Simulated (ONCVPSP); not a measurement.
# Configuration tests for aluminium (ONCV)

Al, optimised norm-conserving Vanderbilt (ONCV), made with ONCVPSP 4.0.1 (PBE, scalar-relativistic). Core [Ne], reference 3s2 3p0.5 (charge +0.5). Waves: 3s: rc 2.00 bohr, ncon 4, nbas 7, qcut 3.9 1/bohr, 2 projectors, debl 1.2 Ha; 3p: rc 2.40 bohr, ncon 5, nbas 8, qcut 3.3 1/bohr, 2 projectors, debl 0.5 Ha; d scattering state at 0.11 Ha: rc 2.35 bohr, ncon 3, nbas 8, qcut 4.3 1/bohr, 2 projectors, debl 1.9 Ha. Local part: polynomial inside 1.40 bohr (lpopt 4, dvloc0 6 Ha). Core correction: polynomial model core, fcfact 0.75.

Energies are relative to the spin-unpolarised reference configuration 3s2 3p0.5; without spin polarisation the order of configurations can differ from experiment.

| valence configuration | charge | ΔE all-electron (eV) | error AE − PS (meV) |
| --- | --- | --- | --- |
| 3s2 3p0 | +1 | 3.676 | +0.1 |
| 3s0 3p3 | 0 | 8.365 | -4.4 |

Question: What are ΔE and the potential's error for 3s2 3p1?

Answer: ΔE = -2.086 eV all-electron; the error (AE − PS) is +0.1 meV.

Question: What are ΔE and the potential's error for 3s1 3p0?

Answer: ΔE = 22.901 eV all-electron; the error (AE − PS) is +7.8 meV.

Levels in the configuration 3s2 3p1:

```csv
level,all-electron (eV),pseudo (eV)
3s,-7.753,-7.754
3p,-2.712,-2.712
```
